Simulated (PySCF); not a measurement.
## Vanadium: a sound run and one with changed settings

Sound run: V⁺ [Ar] 3d4, V²⁺ [Ar] 3d3. Calculation: PySCF 2.14, in 6-31G* (5s4p2d1f, 34 functions); the non-relativistic Hamiltonian (point nucleus). The sound run starts from symmetry-adapted Hartree-Fock orbitals and uses a fine grid where one is needed.

A second run was set up differently.

```tsv
species	method	sound run (hartree)	changed run (hartree)	converged
V⁺	UHF	n/a	-942.58205	no
V⁺	B3LYP	-943.55480	-943.54947	no
V⁺	PBE	-943.29403	-943.28320	no
V²⁺	UHF	-942.08761	-942.08753	no
V²⁺	B3LYP	-943.03481	-943.03479	no
V²⁺	PBE	-942.76742	-942.76741	no
```

What was changed?
A. all electrons correlated in a valence basis
B. angular grid far too coarse
C. minimal basis
D. too few SCF iterations

D. It used initial guess atom, at most 3 SCF cycles. The SCF was stopped early; the energies are upper bounds that still move, and correlated levels were skipped or rest on poor orbitals.
